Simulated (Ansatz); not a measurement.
CH₃FSSi, SMILES `F[SiH]1CS1`, relaxed with RKS PBE-D4/def2-SVP in the Gaussian-basis code of Ansatz from a rough embedded geometry. The force threshold is 0.03 eV/Å; the program also tests the step.

The species carries charge 0 and has multiplicity 1.

Start:

```xyz
7

F    -1.951   -0.538   -0.717
Si   -0.658    0.435   -0.462
C     0.839   -0.374    0.109
S     0.001   -0.067    1.629
H    -0.924    1.883   -0.468
H     0.932   -1.450   -0.089
H     1.761    0.111   -0.003
```

```json
{"step": "1", "energy (eV)": "-22494.9599", "largest force (eV/Å)": "1.995", "largest move (Å)": "0.000"}
{"step": "2", "energy (eV)": "-22495.5219", "largest force (eV/Å)": "1.317", "largest move (Å)": "0.199"}
{"step": "3", "energy (eV)": "-22495.6648", "largest force (eV/Å)": "1.174", "largest move (Å)": "0.133"}
{"step": "4", "energy (eV)": "-22495.7278", "largest force (eV/Å)": "0.336", "largest move (Å)": "0.031"}
{"step": "5", "energy (eV)": "-22495.7290", "largest force (eV/Å)": "0.297", "largest move (Å)": "0.047"}
{"step": "6", "energy (eV)": "-22495.7374", "largest force (eV/Å)": "0.050", "largest move (Å)": "0.028"}
{"step": "7", "energy (eV)": "-22495.7378", "largest force (eV/Å)": "0.019", "largest move (Å)": "0.007"}
```

End:

```xyz
7

F    -1.986   -0.445   -0.816
Si   -0.753    0.419   -0.178
C     0.879   -0.404    0.067
S    -0.025   -0.062    1.724
H    -0.927    1.828   -0.626
H     0.979   -1.484   -0.143
H     1.833    0.147   -0.028
```

Hardware: 2 threads of an Intel Xeon Platinum 8259CL on a shared host. Wall time 15 s, peak host memory 0.16 GiB.
